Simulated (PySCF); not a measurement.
GeH2 at several levels of theory

All levels use the PBE0 minimum (singlet; Ge–H 1.594 Å (×2); H–Ge–H 90.6°), basis [Ge def2-TZVP, H def2-TZVP], no relativity, density fitting, no spin–orbit coupling, PySCF. For vertical energies the ionised species is a doublet (spins chosen at PBE0 and kept) and the electron-attached one a doublet. Atomisation goes to high-spin ground-configuration atoms, without zero-point energy. Open shells are unrestricted, also as the reference of the correlated levels. A dash marks a value that was not computed or is not defined at that level.

Z-matrix (Å, degrees; charge 0 multiplicity 1):
```
Ge
H  1 1.5944
H  1 1.5944 2 90.63
```

| level | atomisation (kJ/mol) | vertical IP (eV) | vertical EA (eV) | −ε(HOMO) (eV) | gap (eV) | dipole (D) |
| --- | --- | --- | --- | --- | --- | --- |
| CCSD(T) | ? | ? | ? | – | – | – |
| HF | 408 | 8.47 | 0.37 | 9.20 | 9.39 | 0.08 |
| MP2 | 539 | 9.32 | 0.74 | – | – | – |
| PBE0 | ? | ? | ? | ? | ? | ? |
| PBE | 580 | 9.41 | 0.85 | 5.87 | 1.94 | 0.21 |
| B3LYP | 597 | 9.55 | 0.83 | 6.75 | 3.45 | 0.29 |
| r2SCAN | 585 | 9.42 | 1.06 | 6.14 | 2.36 | 0.13 |
| wB97X | 606 | 9.59 | 0.76 | 9.15 | 8.19 | 0.17 |

Problem. Fill in the row of CCSD(T).

Solution. atomisation (kJ/mol) 570, vertical IP (eV) 9.44, vertical EA (eV) 0.73.

Problem. Fill in the row of PBE0.

Solution. atomisation (kJ/mol) 573, vertical IP (eV) 9.41, vertical EA (eV) 0.91, −ε(HOMO) (eV) 6.90, gap (eV) 3.87, dipole (D) 0.15.

For GeH₂ itself CCSD(T) correlates 16 electrons; T1 = 0.012, D1 = 0.029, (T) = -21 kJ/mol.

Without diffuse functions attachment energies tend to come out too low.
